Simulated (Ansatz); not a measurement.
Mulliken charges of `[OH][Al]([F])[F]` from PBE/def2-TZVPP in Ansatz (PBE0-D4/def2-TZVP geometry).

```json
{"atom": "O1", "x (Å)": "0.005", "y (Å)": "1.227", "z (Å)": "0.002", "charge (e)": "-0.356"}
{"atom": "Al2", "x (Å)": "0.186", "y (Å)": "-0.435", "z (Å)": "0.092", "charge (e)": "0.782"}
{"atom": "F3", "x (Å)": "1.487", "y (Å)": "-1.051", "z (Å)": "0.863", "charge (e)": "-0.305"}
{"atom": "F4", "x (Å)": "-0.898", "y (Å)": "-1.472", "z (Å)": "-0.567", "charge (e)": "-0.309"}
{"atom": "H5", "x (Å)": "-0.730", "y (Å)": "1.657", "z (Å)": "-0.432", "charge (e)": "0.189"}
```

Q: By hand: the dipole of these point charges (1 e Å = 4.8032 D).

A: Σ q r = (-0.170, 0.312, -0.098) e Å, of length 0.369 e Å = 1.77 D.

Q: How does the dipole of the full density compare? (An estimate is asked.)

A: The calculation gave: (-0.252, 0.272, -0.148) e Å, 1.92 D; the point charges give 0.92 times that, at 15° from its direction.

Point charges leave out the atoms' own dipoles, such as those of lone pairs, and Mulliken's split depends on the basis, so the close match here is no proof of good charges.
